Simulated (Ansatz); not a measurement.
Cl₂Hg, triplet, geometry from GFN2-xTB (such geometries of metal compounds can be far from the true shape) (a higher spin typed on purpose: for a closed-shell molecule this is an excited state) (core potentials on Hg); Ansatz (a quantum-chemistry and plane-wave program) with CASSCF(4,6)/def2-SVP.

Here is a job for Ansatz.
Ansatz 0.2 input:
```yaml
crystal:
  periodic: [false, false, false]
  atoms:
    - {symbol: Hg, position_ang: [0.28476520, -0.61679802, 0.27531871]}
    - {symbol: Cl, position_ang: [0.35903489, 1.54869982, -1.49395900]}
    - {symbol: Cl, position_ang: [-1.69910642, 1.35387912, 0.19834153]}
basis:
  gaussian:
    orbitals: def2-SVP
hamiltonian:
  xc: hf
correlation: {active_space: {window: {electrons: 4, orbitals: 6}}}
magnetization: {spin_polarized: false, initial_magnetization: 2}
```

### Question
Predict the main parts of the log of this Ansatz run.

### Answer

```
Functional definition: HF
647 factors; integrals over basis functions are off by at most 2.4e-4 eV
mean field evaluation 1: about -29147.5052 eV, gradient 1.2e1 eV
mean field evaluation 2: about -29147.6836 eV, gradient 1.2e1 eV
mean field evaluation 4: about -29148.4193 eV, gradient 1.2e0 eV
mean field evaluation 8: about -29148.4410 eV, gradient 1.1e-1 eV
mean field evaluation 16: about -29147.2814 eV, gradient 8.7e0 eV
mean field evaluation 32: about -29147.3023 eV, gradient 7.6e0 eV
mean field -29148.44116690 eV, -1071.1854553604 hartree, gradient 3.0e-6 eV, S^2 2.000000; 5 other end points of the search recorded, 0 dependent functions left out
reference -29148.44116690 eV, -1071.1854553604 hartree; 28, 26 occupied and 40, 42 virtual orbitals, 647 factors
state -29148.90442517 eV, -1071.2024797881 hartree
Total energy: -29148.90442517 eV, -1071.2024797881 hartree
```
